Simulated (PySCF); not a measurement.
## Oscillator strengths, rates and cross-sections

Compound: C5H7FO2Si.
Structure used (GFN2-xTB), in Å, numbered top down from 1:
```xyz
16
C5H7FO2Si angstrom
O      0.7735   -1.8021    1.5289
C      0.0767   -1.0748    0.8592
O     -1.2586   -1.1565    0.9390
C     -2.0286   -0.3843    0.0273
C     -1.5049    1.0399   -0.1265
C     -0.0412    0.9748   -0.4326
C      0.6876   -0.0594   -0.0109
Si     2.5422   -0.3384   -0.1725
F      3.0168    0.8053   -1.2166
H     -2.0165   -0.8872   -0.9494
H     -3.0466   -0.4040    0.4224
H     -2.0526    1.5472   -0.9210
H     -1.6550    1.6042    0.8001
H      0.4072    1.7894   -0.9828
H      2.8332   -1.5995   -0.8306
H      3.2593   -0.0457    1.0545
```

Computed with TDDFT PBE0/def2-SVPD, vertical, gas phase, core orbitals frozen in the response in PySCF.

For one non-degenerate pair of states in vacuum, A = 0.6670 f ν̃² s⁻¹ with ν̃ in cm⁻¹, τ = 1/A, |μ|² = 3f / (2ΔE) in atomic units, and the integrated cross-section is ∫σ dE = 109.76 f Mb·eV.

These lifetimes count emission to the ground state at the vertical energy alone; relaxation of the geometry and all other decay channels are left out.

Energies and rates of the computed singlets with f of 0.002 or more:

| state | λ (nm) | A (s⁻¹) |
| --- | --- | --- |
| S2 | 212.9 | 7.36×10⁷ |
| S3 | 211.3 | 1.49×10⁷ |
| S4 | 198.7 | 3.91×10⁸ |
| S5 | 178.3 | 1.99×10⁷ |
| S6 | 173.4 | 1.11×10⁷ |
| S7 | 169.1 | 3.93×10⁷ |
| S8 | 168.0 | 8.11×10⁶ |

Go back from the rates to the oscillator strengths and transition dipoles.

f = A / (0.6670 ν̃²), and |μ| follows from f:

```json
{"state": "S2", "f": "0.050", "|μ| (D)": "1.51", "τ": "14 ns", "main configurations (H = HOMO, L = LUMO)": "H-1→L (43%), H-2→L (33%), H-3→L (19%)"}
{"state": "S3", "f": "0.010", "|μ| (D)": "0.67", "τ": "67 ns", "main configurations (H = HOMO, L = LUMO)": "H-3→L (77%), H-2→L (12%)"}
{"state": "S4", "f": "0.232", "|μ| (D)": "3.13", "τ": "2.6 ns", "main configurations (H = HOMO, L = LUMO)": "H-2→L (50%), H-1→L (34%), H→L (9%)"}
{"state": "S5", "f": "0.0095", "|μ| (D)": "0.60", "τ": "50 ns", "main configurations (H = HOMO, L = LUMO)": "H-4→L (95%)"}
{"state": "S6", "f": "0.0050", "|μ| (D)": "0.43", "τ": "90 ns", "main configurations (H = HOMO, L = LUMO)": "H-5→L (89%)"}
{"state": "S7", "f": "0.017", "|μ| (D)": "0.78", "τ": "25 ns", "main configurations (H = HOMO, L = LUMO)": "H→L+2 (58%), H→L+3 (14%), H→L+1 (10%)"}
{"state": "S8", "f": "0.0034", "|μ| (D)": "0.35", "τ": "120 ns", "main configurations (H = HOMO, L = LUMO)": "H→L+1 (70%), H→L+3 (10%), H-1→L+1 (8%)"}
```

Which computed singlets stay under f = 0.002?

S1 (4.68 eV, f 0.0019).

Suppose S2 emitted 0.3 eV lower with the same transition dipole. How would A change?

At fixed |μ|, A goes as the cube of the energy: (5.52/5.82)³ = 0.85, which makes τ about 16 ns.

By what factor does the largest A in the list exceed the smallest?

S4 has 48 times the rate of S8.

One conformer stands for the species.
